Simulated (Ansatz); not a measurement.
Ansatz (a first-principles code) input:

Ansatz 0.2 input:
```yaml
crystal:
  periodic: [false, false, false]
  atoms:
    - {symbol: N, position_ang: [2.23451421, -0.00769869, -0.28291401]}
    - {symbol: Si, position_ang: [0.74605389, 0.42290768, 0.86910134]}
    - {symbol: N, position_ang: [-0.55282295, -0.52973955, 0.40153928]}
    - {symbol: Si, position_ang: [-1.77542614, -0.16298324, -0.83238708]}
    - {symbol: H, position_ang: [2.48592716, -0.99626141, -0.22188020]}
    - {symbol: H, position_ang: [2.01265331, 0.18246232, -1.26230661]}
    - {symbol: H, position_ang: [3.07213214, 0.53313776, -0.05399872]}
    - {symbol: H, position_ang: [0.61908670, 1.84776784, 0.54987376]}
    - {symbol: H, position_ang: [1.33145882, 0.08516025, 2.17133445]}
    - {symbol: H, position_ang: [-0.71406001, -1.37153082, 0.94296183]}
    - {symbol: H, position_ang: [-1.22930237, 1.02942652, -1.51606695]}
    - {symbol: H, position_ang: [-1.86550466, -1.30737833, -1.75735584]}
    - {symbol: H, position_ang: [-3.07301835, 0.12034121, -0.19693817]}
basis:
  gaussian:
    orbitals: def2-TZVP
hamiltonian:
  xc: {name: PBE0}
total_charge: 1
```

### Question
Which total energy does the run end on?

### Answer
-693.41926 Eh (PBE0/def2-TZVP). The basis has 190 functions.

It need not be the lowest isomer of its formula.
